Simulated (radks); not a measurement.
Results of a calculation; reference values are marked as such.
Polarisability of the ruthenium ion Ru3+, [Kr] 4d5, at imaginary frequency. Level of theory: scalar-relativistic Kohn-Sham, PBE, spin-polarised, spherical densities, finite nucleus; open shells are filled with parallel spins first (spin-orbit coupling, left out, can overturn this in heavy ions); Fermi nuclear charge, rms radius 4.4809 fm (a radial shooting solver on a logarithmic mesh with Libxc functionals). Response by self-consistent Sternheimer equations with the Hartree and adiabatic LDA kernel, the relativistic mass of each level held fixed and spin-orbit coupling left out.

w (hartree),alpha1(iw) (bohr^3)
0.00266,5.132
0.0143,5.131
0.0360,5.124
0.0697,5.103
0.118,5.050
0.186,4.937
0.280,4.722
0.413,4.361
0.605,3.823
0.892,3.116
1.35,2.287
2.12,1.430
3.59,0.7061
6.94,0.2566
17.5,0.06153

Static values: alpha1 = 5.132 bohr^3 (0.7605 angstrom^3; uncoupled 7.373). C6 = 23.54, triple-dipole C9 = 84.31 atomic units. One-pole (London) frequency 4 C6 / (3 alpha1^2) = 1.192 hartree, against 1.430 for minus the highest occupied eigenvalue.
